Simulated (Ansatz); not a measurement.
A nudged elastic band was laid between two geometries of BFH₄OSi (8 atoms, charge 0, multiplicity 1).

The calculation used Ansatz 0.2.0, RKS PBE0/def2-SVP.

* movable images: 2
* climbing image: yes
* spring: 5.0 eV/Å²
* optimiser: quadratic models (default)
* start path: through a guess of the saddle point
* force threshold: 0.05 eV/Å
* iteration limit: 60
* end points: relaxed

Initial state:

```xyz
8
Properties=species:S:1:pos:R:3
O 1.713 0.486 -0.900
B 1.022 -0.229 0.008
F 1.734 -1.073 0.748
Si -0.993 -0.107 0.317
H 1.166 1.084 -1.419
H -1.287 0.337 1.716
H -1.617 0.880 -0.626
H -1.646 -1.436 0.101
```

Final state:

```xyz
8
Properties=species:S:1:pos:R:3
O 1.715 0.485 -0.902
B 1.022 -0.228 0.006
F 1.732 -1.073 0.747
Si -0.994 -0.105 0.318
H 1.168 1.084 -1.419
H -1.617 0.901 -0.603
H -1.286 0.307 1.725
H -1.647 -1.429 0.073
```

Task: Which bonds break or form, and what moves?

Result: No bond is made or broken.  The two ends are copies of one structure, up to a mirror image or an exchange of like atoms.

Task: Give the energies along the band, and the barrier.

Result: The run converged. The highest image is number 2 of 0 to 3, 2.55 eV above the ends, which have the same energy within 2 meV. Neighbouring images differ by up to 2.6 eV, so the band resolves the path poorly. The order of the stationary point at the top wasn't checked. So few images can step over the top or miss a turn of the path.

```tsv
image	path coordinate (Å)	energy (eV)
0	0.00	0.00
1	1.24	1.81
2	2.48	2.55
3	4.85	0.00
```

Task: What is the geometry of the highest image?

Result: 
```xyz
8
Properties=species:S:1:pos:R:3
O 1.465 0.571 -0.699
B 0.984 -0.386 0.127
F 1.878 -1.315 0.479
Si -0.878 -0.727 0.995
H 0.803 1.183 -1.026
H -1.044 1.061 0.343
H -1.735 0.745 0.107
H -1.380 -1.189 -0.384
```

The band took 55 iterations and roughly 5 core-minutes.

Time of the run: 5 min on 1 thread of Arm Neoverse V1, on a shared host, peak memory 0.15 GiB.
